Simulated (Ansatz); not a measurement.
`C[CH]([SiH3])[AlH][AlH2]`, relaxed with RKS PBE0-D4/def2-TZVP in Ansatz from a PBE-D4/def2-SVP geometry. The force threshold is 0.005 eV/Å; the program also tests the step.

Charge 0, multiplicity 1.

Start:

```xyz
15

C    -1.001   -1.143   -0.981
C     0.449   -0.830   -0.544
Si    0.716   -1.238    1.284
Al    0.966    1.082   -0.761
Al   -0.604    2.879    0.261
H    -1.163   -0.966   -2.065
H    -1.740   -0.510   -0.442
H    -1.286   -2.200   -0.785
H     1.179   -1.445   -1.119
H    -0.241   -0.428    2.128
H     0.480   -2.696    1.596
H     2.117   -0.879    1.719
H     2.361    1.411   -1.500
H    -1.908    3.437   -0.501
H    -0.325    3.526    1.710
```

(1) By how much does the energy fall, and how many steps does the optimiser take? (Estimate.)

(2) Which bonds change most? (Estimate.)

(3) Give the relaxed structure. (An estimate is asked.)

Results:

(1) Ansatz gave: 1.29 kcal/mol, in 34 steps, 3 of them rejected.

(2) Ansatz gave: C2–Al4 from 1.992 to 1.970 Å; Si3–H12 from 1.510 to 1.488 Å; C2–Si3 from 1.892 to 1.870 Å; Si3–H11 from 1.510 to 1.491 Å.

(3) Ansatz gave: 
```xyz
15

C    -1.108   -0.953   -0.652
C     0.398   -0.740   -0.442
Si    0.993   -1.571    1.124
Al    0.952    1.149   -0.410
Al   -0.828    3.026   -0.208
H    -1.465   -0.499   -1.582
H    -1.691   -0.510    0.163
H    -1.378   -2.014   -0.689
H     0.975   -1.209   -1.253
H     0.472   -0.846    2.322
H     0.509   -2.979    1.219
H     2.479   -1.567    1.204
H     2.521    1.439   -0.507
H    -1.492    3.703   -1.493
H    -1.337    3.572    1.203
```
